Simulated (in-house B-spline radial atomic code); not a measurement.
Checks on a self-consistent run for the erbium ion Er¹⁰⁺, [Kr] 4d10 (4f5/2)6 (4f7/2)4 5s2. Computed with a radial B-spline atomic code at the basis-set limit: Dirac-Hartree-Fock, average of the jj configuration, Fermi nucleus of rms radius 5.2516 fm.

```json
{"orbital": "1s1/2", "q": "2", "ε (Eh)": "-2131.81165", "<1/r>": "77.5408", "<r²>": "0.000567799", "small-component weight": "0.064779"}
{"orbital": "2s1/2", "q": "2", "ε (Eh)": "-368.10674", "<1/r>": "18.6677", "<r²>": "0.00876273", "small-component weight": "0.014492"}
{"orbital": "2p1/2", "q": "2", "ε (Eh)": "-350.10139", "<1/r>": "18.5972", "<r²>": "0.00634426", "small-component weight": "0.014501"}
{"orbital": "2p3/2", "q": "4", "ε (Eh)": "-316.31799", "<1/r>": "16.1443", "<r²>": "0.00755744", "small-component weight": "0.01332"}
{"orbital": "3s1/2", "q": "2", "ε (Eh)": "-89.45535", "<1/r>": "6.84916", "<r²>": "0.0575836", "small-component weight": "0.0046932"}
{"orbital": "3p1/2", "q": "2", "ε (Eh)": "-81.58654", "<1/r>": "6.74822", "<r²>": "0.0535088", "small-component weight": "0.0046156"}
{"orbital": "3p3/2", "q": "4", "ε (Eh)": "-74.31782", "<1/r>": "6.12858", "<r²>": "0.0601857", "small-component weight": "0.0042924"}
{"orbital": "3d3/2", "q": "4", "ε (Eh)": "-61.09285", "<1/r>": "5.99285", "<r²>": "0.0476463", "small-component weight": "0.0041455"}
{"orbital": "3d5/2", "q": "6", "ε (Eh)": "-59.44729", "<1/r>": "5.84642", "<r²>": "0.0493563", "small-component weight": "0.0040589"}
{"orbital": "4s1/2", "q": "2", "ε (Eh)": "-23.70624", "<1/r>": "2.8437", "<r²>": "0.290177", "small-component weight": "0.0014818"}
{"orbital": "4p1/2", "q": "2", "ε (Eh)": "-20.54624", "<1/r>": "2.7302", "<r²>": "0.304421", "small-component weight": "0.0013962"}
{"orbital": "4p3/2", "q": "4", "ε (Eh)": "-18.79380", "<1/r>": "2.52915", "<r²>": "0.338706", "small-component weight": "0.0012875"}
{"orbital": "4d3/2", "q": "4", "ε (Eh)": "-13.64865", "<1/r>": "2.32208", "<r²>": "0.376229", "small-component weight": "0.0011211"}
{"orbital": "4d5/2", "q": "6", "ε (Eh)": "-13.11710", "<1/r>": "2.26522", "<r²>": "0.390303", "small-component weight": "0.0010826"}
{"orbital": "4f5/2", "q": "6", "ε (Eh)": "-6.83171", "<1/r>": "1.86036", "<r²>": "0.531759", "small-component weight": "0.00076302"}
{"orbital": "4f7/2", "q": "4", "ε (Eh)": "-6.71660", "<1/r>": "1.83561", "<r²>": "0.547062", "small-component weight": "0.00074686"}
{"orbital": "5s1/2", "q": "2", "ε (Eh)": "-7.64326", "<1/r>": "1.18294", "<r²>": "1.42711", "small-component weight": "0.00038106"}
```

Electron-electron repulsion V_ee = 4477.4580 hartree.

Question: What total energy follows from the eigenvalues?

Answer: The eigenvalues count the repulsion twice, so E = Σqε - V_ee = -8585.842 - 4477.458 = -13063.300 hartree; the run printed -13063.300.

Question: Does the Dirac virial theorem hold?

Answer: For a point nucleus E = -2c²Σq·w, with w the small-component weight. Here Σq·w = 0.34776 and c = 137.0360, so the ratio E/(-2c²Σq·w) is 1.000177; the finite nucleus accounts for the departure from 1.

Question: What diamagnetic shielding (Lamb formula) and susceptibility (Langevin formula) do the radii give?

Answer: σ = (α²/3)Σq<1/r> = 469.962/(3·137.036²) = 8342 ppm, and χ = -0.79199×10⁻⁶·Σq<r²> = -12.38×10⁻⁶ cm³/mol with Σq<r²> = 15.635 bohr². Both are non-relativistic formulas without the paramagnetism of open shells; for so heavy an element the full relativistic shielding is larger by tens of per cent.
